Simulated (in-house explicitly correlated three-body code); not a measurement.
Computed with an exponentially correlated three-body code. Model: two electrons around a point charge, non-relativistic, variational in 260 exponentially correlated functions (energies converged to about 1e-7 hartree, or 1e-8 relative for large Z).

Command:
```bash
python run_hyl.py task.json out
```
Settings (lengths in bohr, energies in hartree):
```
Z                      7
screening              1.75
interaction_strength   1
functions              260
states_tried           13
```

Time taken, with all properties: 2.5 min on 1 thread of Arm Neoverse N1, with other jobs on the host.

**Those bound S and P states to n = 4 that converged, binding against the one-electron ion.**

Given: nuclear charge 7; Yukawa screening of all interactions 1.75 1/bohr.

Computed: one-electron threshold -14.2550598 hartree.

| term | energy (hartree) | binding (eV) |
| --- | --- | --- |
| 1 1S | -25.8162696 | 314.6 |
| 2 3S | -14.3119548 | 1.5482 |

**Converged states only, values per electron or pair (inverse distances are <exp(-kr)/r>).**

```
term  mean r (bohr)  mean r squared (bohr²)  mean inverse r (1/bohr)  mean r12 (bohr)  mean inverse r12 (1/bohr)  mean cosine  mean p1 dot p2 (bohr⁻²)  delta r1 (bohr⁻³)  delta r12 (bohr⁻³)
1 1S        0.23874                0.077536                   4.9856          0.35363                     2.5528    -0.017728                  0.70171             91.695              9.0766
2 3S         1.2999                  4.0473                   2.7114           2.3907                   0.080972   -0.0011594                0.0038878             51.462                   -
```

**Static dipole response.**

```json
{"state": "1 1S", "polarisability (bohr³)": "0.0060689"}
```
